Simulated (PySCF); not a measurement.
# Two-component Hartree-Fock for Cd⁺ (cadmium, charge +1)

Start: [Kr] 4d10 5d1; 5d5/2 filled at m_j = +5/2. Calculated with PySCF 2.14 in x2c-SVPall-2c with one added diffuse shell each of s, p, d type (7s10p7d1f, 79 functions): generalised Hartree-Fock with the X2C-1e Hamiltonian and a Gaussian nucleus; one run each with spin-orbit coupling (SO) switched off, then screened by Boettger's factors. This is a chosen level, not necessarily the ground level.

```
spinor shell  electrons  ε, spin-free (eV)  ε, screened SO (eV)  weight of nominal j (screened SO)  rms radius, screened SO (bohr)
       1s1/2          2           -26854.2             -26852.1                              1.000                          0.0349
       2s1/2          2            -4084.7              -4084.2                              1.000                           0.142
       2p1/2          2            -3660.4              -3793.9                              1.000                           0.124
       2p3/2          4            -3660.4              -3599.0                              1.000                           0.128
       3s1/2          2            -809.84              -809.71                              1.000                           0.381
       3p1/2          2            -666.96              -691.59                              1.000                           0.376
       3p3/2          4            -666.96              -655.58                              1.000                           0.387
       3d3/2          4            -443.77              -448.00                              1.000                           0.362
       3d5/2          6            -443.77              -440.85                              1.000                           0.365
       4s1/2          2            -142.18              -142.17                              1.000                           0.942
       4p1/2          2            -98.072              -102.30                              1.000                            1.01
       4p3/2          4            -98.072              -96.138                              1.000                            1.04
       4d3/2          4            -32.885              -33.373                              0.999                            1.35
       4d5/2          6            -32.885              -32.573                              1.000                            1.37
       5d5/2          1             -5.578               -5.571                              1.000                            6.23
```

```tsv
quantity	spin-free	screened SO
E (hartree)	-5589.62629	-5590.71870
M_J	5/2	5/2
⟨J²⟩	8.750	8.750
⟨L²⟩	6.000	6.016
⟨S²⟩	0.750	0.765
```

Breit and QED terms are absent; they matter most for the inner s and p1/2 levels.

Densities and radii are taken from the X2C orbitals without a picture-change correction, which distorts them close to the nucleus.

Without spin-orbit coupling the j labels of p, d and f shells carry no meaning; the spin-free column gives the mean over the occupied spinors of each nl shell.
